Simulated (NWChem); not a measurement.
**Correlation energy of iminoborane (H₂BN)**

SMILES: B=N
```xyz
4

B      0.0000     0.0000    -0.7011
N      0.0000     0.0000     0.5488
H      0.0000     0.0000    -1.8910
H      0.0000     0.0000     1.5544
```
Charge 0, spin multiplicity 1.

The numbers come from NWChem runs, not from measurements. Structure: optimised with PBE/def2-SVP, a minimum by its harmonic frequencies.

Basis set: 6-31G*. Each correlation energy counts from its own Hartree-Fock reference.

The correlated methods keep 2 core orbitals frozen. The Pople sets run with spherical d functions. No row is a measurement; the coupled-cluster row has its own basis-set and correlation limits.

One of these methods gave a correlation energy of -240.4 mHa. Which?
A. SCS-MP2
B. CCSD
C. CR-CCSD[T]
D. MP2

D, MP2. The others give -237.4 (SCS-MP2), -263.2 (CR-CCSD[T]), -254.9 (CCSD).
